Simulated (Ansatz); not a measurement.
A geometry relaxed with Ansatz (a program for electronic structure) with PBE-D3(BJ)/def2-TZVP, charge 0, multiplicity 1:

```xyz
16

H      1.5866    -0.8978    -1.0975
C     -0.5029     0.9408    -1.1312
C     -0.0112     0.1307     0.0743
H      0.3313     1.2386    -1.7830
H      1.4343     0.4120     1.9725
H     -1.0177     1.8575    -0.8066
H     -1.2173     0.3560    -1.7354
C     -1.1875    -0.3039     0.9564
H     -0.8480    -0.9053     1.8122
H      1.1021    -1.7797     0.3822
H     -1.9117    -0.9056     0.3812
B      1.2060     0.7348     0.8338
H     -1.7259     0.5696     1.3540
H      1.9974     1.4361     0.2552
C      0.7395    -1.1427    -0.4388
H      0.0250    -1.7410    -1.0293
```

**Question.** Write the SMILES of this molecule.

**Answer.** `BC(C)(C)C`
